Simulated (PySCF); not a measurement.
Point-charge models of `[SiH3]O[Si@@H](Cl)CC1CC1` against its computed dipole.

Coordinates (PBE0-D3(BJ)/def2-SVP, Å) and charges (e) from the PBE0/pcSseg-1 density (PySCF):

```tsv
atom	x	y	z	Mulliken	IAO	Hirshfeld	ESP-fitted
Si1	3.818	0.382	-0.900	+0.7133	+0.8469	+0.3834	+0.5141
O2	2.417	-0.411	-0.477	-0.7603	-0.8664	-0.3088	-0.3935
Si3	1.052	-0.265	0.436	+1.0338	+1.1501	+0.4301	+0.5293
Cl4	1.337	1.315	1.764	-0.3701	-0.3451	-0.1405	-0.2221
C5	-0.423	0.143	-0.628	-0.4567	-0.5661	-0.1590	-0.6502
C6	-1.690	0.311	0.177	-0.3340	-0.1266	-0.0408	+0.0725
C7	-3.037	0.099	-0.448	-0.1908	-0.2870	-0.0897	-0.3606
C8	-2.514	-0.887	0.555	-0.2053	-0.2931	-0.0904	-0.3210
H9	4.535	-0.473	-1.885	-0.1125	-0.1286	-0.0751	-0.1003
H10	3.494	1.699	-1.526	-0.1117	-0.1406	-0.0792	-0.0986
H11	4.678	0.599	0.299	-0.1003	-0.1346	-0.0767	-0.0942
H12	0.880	-1.499	1.243	-0.0761	-0.1370	-0.0728	-0.0636
H13	-0.536	-0.665	-1.372	+0.1379	+0.1497	+0.0490	+0.2524
H14	-0.187	1.059	-1.198	+0.1634	+0.1550	+0.0454	+0.2079
H15	-1.635	1.104	0.931	+0.1418	+0.1447	+0.0380	+0.1230
H16	-3.858	0.758	-0.153	+0.1344	+0.1477	+0.0483	+0.1543
H17	-3.063	-0.206	-1.499	+0.1279	+0.1420	+0.0456	+0.1499
H18	-2.191	-1.867	0.190	+0.1284	+0.1404	+0.0450	+0.1605
H19	-2.969	-0.912	1.549	+0.1370	+0.1486	+0.0485	+0.1403
```

Form Σ q r in debye for every column and set it beside the full dipole.

The full density gives (-0.78, -0.58, -1.30) D, 1.62 D in size; dipole vectors point from the negative to the positive end.

```
    scheme     μx     μy     μz  size (D)  share of the full size (%)  angle to the full dipole (°)
  Mulliken  -0.19  -1.51  -1.22      1.95                         120                            35
       IAO   0.13  -0.53  -0.70      0.89                          55                            39
 Hirshfeld  -0.42  -0.33  -0.50      0.73                          45                            10
ESP-fitted  -0.80  -0.62  -1.35      1.69                         104                             1
```

Which set comes closest?

Length of the difference vector: ESP-fitted 0.07 D, Hirshfeld 0.91 D, IAO 1.09 D, Mulliken 1.11 D. Closest: ESP-fitted. ESP charges are fitted to the potential around the molecule, whose slowest-falling term is the dipole's. 

What is left for the Hirshfeld atoms' own dipoles?

The Hirshfeld atoms' densities add up to the full density, so μ = Σ q r + Σ (atomic dipoles). The atomic dipoles sum to (-0.78, -0.58, -1.30) − (-0.42, -0.33, -0.50) = (-0.36, -0.25, -0.80) D, 0.91 D in size.

With the origin at the mean of the coordinates, (0.006, 0.015, -0.155) Å, which are the largest single terms, by size, of the ESP-fitted dipole along the direction of the full one?

Si1 -3.39, C7 -2.89, Cl4 +2.82, Si3 -2.23, H17 +1.89 D; all 19 atoms together +1.69 D. The single terms depend on the origin, their sum doesn't.

Give the size of the full dipole in other units.

1.62 D = 0.638 au = 0.338 e·Å = 5.41 × 10⁻³⁰ C·m.

Isolated species at its PBE0-D3(BJ)/def2-SVP geometry (one conformer only).

The values belong to the conformer `[SiH3:1][O:2][Si@@H:3]([Cl:4])[CH2:5][CH:6]1[CH2:7][CH2:8]1`: Si1–O2–Si3–Cl4 -15°, O2–Si3–C5–C6 -179°, Si3–C5–C6–C7 -155°.
